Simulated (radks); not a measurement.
Values are calculated unless marked as measured or tabulated.
Spherical quantum dot in the effective-mass picture: electrons in a well V = -V0 / (1 + exp((r - R)/a)) with V0 = 4.36, R = 5.92, a = 0.19, with a point charge +1 (a donor) at the centre, all in effective atomic units (hartree* = m*/eps^2 hartree, bohr* = eps/m* bohr), one dielectric constant everywhere. Level of theory: non-relativistic Kohn-Sham, r2SCAN, spin-polarised, spherical densities, generalised Kohn-Sham scheme (a radial shooting solver with Libxc functionals). Levels are named by radial order and angular momentum (1s, 1p, 1d, 2s, ...), and open shells are averaged over m. Results are scaled to m* = 0.231 and eps = 15.6, for which hartree* = 25.83 meV and bohr* = 3.574 nm.

N = 18, configuration 1s2 1p6 1d(up 5, down 4) 2s(up 1, down 0). This is the lowest configuration that the search found. Occupied levels:

level    occupation  eigenvalue (meV)  <r> (nm)
1s up             1           -21.832     14.00
1s down           1           -21.344     14.88
1p up             3           -19.701     15.59
1p down           3           -19.454     15.55
1d up             5           -16.533     16.05
1d down           4           -16.228     16.01
2s up             1           -15.602     7.048

Energy (meV): total -1173.21, kinetic 164.52, external -2105.1, Hartree 890.71, exchange-correlation -123.32.

Electron density:

r (nm)  n(r) (e/nm^3)
1.41         0.003397
2.99         0.001400
4.56        0.0006057
6.14        0.0003049
7.71        0.0002209
9.28        0.0002482
10.9        0.0003572
12.4        0.0005155
14.0        0.0006767
15.6        0.0007546
17.2        0.0006604
18.7        0.0003940
20.3        0.0001261
21.9       0.00001847
23.5        1.825e-06
25.0        1.784e-07
26.6        1.811e-08
28.2        1.966e-09
29.7        2.222e-10
31.3        2.634e-11
